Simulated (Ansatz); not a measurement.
Reaction (ligand exchange at a B–O bond): `BO[SiH](O)F` + `C[SiH](N)Cl` → `BN[SiH](C)Cl` + `O[SiH](O)F`

Isolated molecules relaxed with PBE0-D4/def2-TZVP in Ansatz; ΔE leaves out vibrations. CBS: MP2 limit from def2 TZ/QZ plus the TZ coupled-cluster correction, frozen cores. This one scheme is used for every species. DFT in def2-TZVPP. One conformer a species, not always the lowest.

```tsv
level	ΔE (kJ/mol)
PBE-D4	-8.9
B2PLYP	-2.0
PBE	-7.2
CCSD/def2-TZVPP	-3.6
HF/def2-QZVPP	11.1
HF/CBS(def2)	11.3
MP2/CBS(def2)	-5.9
CCSD/CBS(def2)	-2.7
```

What does CCSD(T)/CBS give? (Estimate.)

Ansatz gave: -4.8 kJ/mol. The listed levels differ from it by -4.1, 2.8, -2.4, 1.2, 15.9, 16.1, -1.1, 2.1 kJ/mol.

Largest T1 diagnostic among the species: 0.013.

In def2-TZVPP, CCSD(T) changes the Hartree–Fock value by −15.2 kJ/mol (the triples alone add −2.1 kJ/mol) and MP2 by −16.3 kJ/mol.
